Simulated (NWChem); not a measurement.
Molecule: CH3ClTe; SMILES C[Te]Cl

```xyz
6

Te    -0.3405     0.4395     0.0012
Cl     0.0972    -1.8986    -0.0012
C      1.7290     1.0006     0.0014
H      1.7552     2.1005     0.0083
H      2.2127     0.6202    -0.9061
H      2.2145     0.6091     0.9034
```
Atoms are numbered in this order, from 1.

Level: PBE0/def2-SVP with def2 effective core potentials on Te (NWChem), optimised geometry, unscaled harmonic frequencies. def2 effective core potentials on Te; no spin-orbit coupling.

```tsv
frequency (cm⁻¹)	IR intensity (km/mol)
111	0.0
148	1.1
372	21.4
536	3.5
828	12.6
846	10.9
1242	5.7
1414	8.8
1438	13.3
3077	3.5
3200	0.3
3226	0.4
```

```json
{
 "zero_point_energy": "23.5 kcal/mol",
 "thermal correction to the enthalpy at 298.15 K (with zero-point energy)": "27.1 kcal/mol",
 "heat capacity Cv": "14.1 cal/(mol K)",
 "entropy at 298.15 K and 1 atm (symmetry number 1)": "75.7 cal/(mol K)"
}
```

Rigid rotor and harmonic oscillator.
